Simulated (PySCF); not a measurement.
Record of a relaxation.

Compound: C4H8BN.
Bonds: C1–C2 (triple), C2–C3, C3–C4, C4–B5, B5–N6. Hydrogens: H7 on C1; H8, H9 on C3; H10, H11 on C4; H12 on B5; H13, H14 on N6.

Computed by this run: PBE0-D3(BJ)/def2-SVP geometry optimisation, gas phase (PySCF 2.14.0); density fitting, grid level 1; the optimiser is geomeTRIC in internal coordinates, started from a GFN2-xTB structure with every atom displaced at random (about 0.01 Å). The frame can shift and turn from step to step; on so coarse a grid that alone can change the energy by a few meV, and forces under 0.02 eV/Å are noise.

Step 0: E = -6431.5215 eV, largest atomic force 2.697 eV/Å
```
atom  x, y, z in Å  |  force x, y, z in eV/Å
C1     -3.303   -0.454   -0.024   -2.143  -0.971  -0.151
C2     -2.258    0.096    0.044    2.392   1.237   0.155
C3     -0.955    0.693    0.123    1.353  -0.611   0.790
C4      0.199   -0.377    0.152   -1.640   0.324   0.515
B5      1.624    0.226    0.290   -0.291   0.013   0.268
N6      2.639   -0.211   -0.521   -0.034  -0.521  -0.613
H7     -4.260   -0.879   -0.090   -0.925  -0.507  -0.053
H8     -0.862    1.310    1.032   -0.137   0.053  -0.015
H9     -0.790    1.359   -0.710    0.013   0.534  -0.641
H10     0.063   -0.999   -0.731    0.148  -0.357  -0.430
H11    -0.040   -1.043    1.014    0.295   0.182  -0.179
H12     1.876    1.060    1.104    0.085   0.389   0.374
H13     2.482   -0.910   -1.235    0.084  -0.040  -0.048
H14     3.576    0.115   -0.467    0.801   0.275   0.030
```

Step 1: E = -6431.6712 eV, largest atomic force 0.300 eV/Å
```
atom  x, y, z in Å  |  force x, y, z in eV/Å
C1     -3.563   -0.755    0.196   -0.092   0.068  -0.005
C2     -2.489   -0.198    0.259    0.035  -0.056   0.027
C3     -1.165    0.410    0.317    0.102   0.063  -0.275
C4     -0.023   -0.601    0.140    0.167   0.105  -0.152
B5      1.431    0.030    0.203   -0.161  -0.028   0.016
N6      2.463   -0.400   -0.626    0.095   0.072   0.051
H7     -4.534   -1.214    0.139    0.050  -0.012   0.010
H8     -1.049    0.953    1.269    0.007   0.015   0.026
H9     -1.095    1.179   -0.481   -0.065  -0.080   0.170
H10    -0.186   -1.185   -0.785    0.025   0.046   0.028
H11    -0.072   -1.336    0.958   -0.051  -0.126   0.163
H12     1.687    0.896    1.015    0.013   0.016   0.004
H13     2.345   -1.115   -1.331   -0.007  -0.051  -0.057
H14     3.409   -0.041   -0.564   -0.117  -0.032  -0.007
```

Step 2: E = -6431.6757 eV, largest atomic force 0.087 eV/Å
```
atom  x, y, z in Å  |  force x, y, z in eV/Å
C1     -3.565   -0.746    0.201   -0.030   0.070   0.001
C2     -2.484   -0.200    0.256    0.014  -0.065   0.009
C3     -1.158    0.404    0.306    0.008   0.009  -0.036
C4     -0.015   -0.606    0.135   -0.002   0.000   0.047
B5      1.427    0.033    0.209   -0.055  -0.057  -0.036
N6      2.454   -0.399   -0.624    0.066   0.033   0.009
H7     -4.536   -1.203    0.154    0.009  -0.022   0.005
H8     -1.041    0.941    1.262    0.001   0.009   0.011
H9     -1.098    1.179   -0.478   -0.006  -0.007   0.016
H10    -0.168   -1.186   -0.792    0.019   0.009  -0.002
H11    -0.074   -1.345    0.958   -0.027   0.015  -0.013
H12     1.681    0.903    1.019    0.012  -0.007  -0.013
H13     2.336   -1.115   -1.330   -0.014   0.008   0.011
H14     3.397   -0.037   -0.569    0.007   0.003  -0.008
```

Step 3: E = -6431.6761 eV, largest atomic force 0.148 eV/Å
```
atom  x, y, z in Å  |  force x, y, z in eV/Å
C1     -3.578   -0.728    0.222    0.004   0.056   0.005
C2     -2.488   -0.200    0.261    0.017  -0.061  -0.008
C3     -1.156    0.394    0.295   -0.025   0.002   0.090
C4     -0.018   -0.621    0.125   -0.012  -0.099   0.025
B5      1.422    0.018    0.198    0.068   0.097   0.074
N6      2.471   -0.388   -0.622   -0.108  -0.087  -0.052
H7     -4.552   -1.178    0.190   -0.010  -0.019   0.002
H8     -1.030    0.933    1.250    0.002   0.002  -0.006
H9     -1.101    1.170   -0.486    0.018   0.031  -0.063
H10    -0.169   -1.201   -0.800   -0.010  -0.021  -0.018
H11    -0.085   -1.357    0.953    0.008   0.057  -0.078
H12     1.663    0.891    1.009   -0.001   0.010   0.017
H13     2.372   -1.103   -1.333    0.023   0.015   0.007
H14     3.405   -0.007   -0.554    0.027   0.018   0.004
```

Step 4: E = -6431.6773 eV, largest atomic force 0.045 eV/Å
```
atom  x, y, z in Å  |  force x, y, z in eV/Å
C1     -3.577   -0.729    0.221   -0.012   0.039   0.005
C2     -2.486   -0.202    0.261    0.020  -0.039  -0.005
C3     -1.156    0.394    0.297   -0.017   0.013   0.032
C4     -0.015   -0.619    0.127   -0.010  -0.023   0.014
B5      1.425    0.023    0.203    0.019   0.017   0.007
N6      2.464   -0.390   -0.624   -0.017  -0.011  -0.008
H7     -4.551   -1.180    0.189    0.002  -0.012   0.002
H8     -1.032    0.935    1.252    0.003   0.001  -0.006
H9     -1.098    1.169   -0.487    0.001   0.006  -0.021
H10    -0.165   -1.198   -0.800    0.001   0.000  -0.006
H11    -0.082   -1.355    0.951   -0.001   0.005  -0.015
H12     1.670    0.894    1.015    0.000  -0.004   0.002
H13     2.358   -1.104   -1.335    0.000   0.003   0.001
H14     3.401   -0.014   -0.563    0.009   0.005  -0.001
```

Step 5: E = -6431.6776 eV, largest atomic force 0.024 eV/Å
```
atom  x, y, z in Å  |  force x, y, z in eV/Å
C1     -3.579   -0.724    0.228   -0.010   0.021   0.005
C2     -2.485   -0.203    0.264    0.013  -0.020  -0.002
C3     -1.154    0.392    0.296   -0.008   0.010   0.009
C4     -0.014   -0.621    0.127   -0.007   0.003   0.006
B5      1.425    0.022    0.204    0.006  -0.004  -0.007
N6      2.463   -0.389   -0.627    0.003   0.007   0.002
H7     -4.553   -1.174    0.201    0.004  -0.006   0.001
H8     -1.029    0.936    1.249    0.003   0.001  -0.004
H9     -1.097    1.165   -0.491   -0.002  -0.004  -0.005
H10    -0.163   -1.199   -0.801    0.003   0.004  -0.002
H11    -0.082   -1.358    0.950   -0.002  -0.005   0.002
H12     1.672    0.891    1.018   -0.001  -0.005   0.001
H13     2.355   -1.101   -1.340   -0.002   0.000  -0.001
H14     3.399   -0.013   -0.569    0.000  -0.001  -0.002
```

Problem. Summarise the path.

Solution. The energy falls by 3.60 kcal/mol from step 0 to step 5; nine tenths of that is first reached at step 1. It falls at every step. The largest force goes from 2.697 to 0.024 eV/Å. Among the bonds C3–C4 changes most, from 1.574 to 1.535 Å; the atoms move by 0.089 Å rms after alignment.

What follows is the cost of the whole optimisation. Hardware: an Arm Neoverse V2 with one thread, shared host with 32 logical CPUs at a one-minute load of 30. Cost: 29 s, 0.51 GiB resident at most.
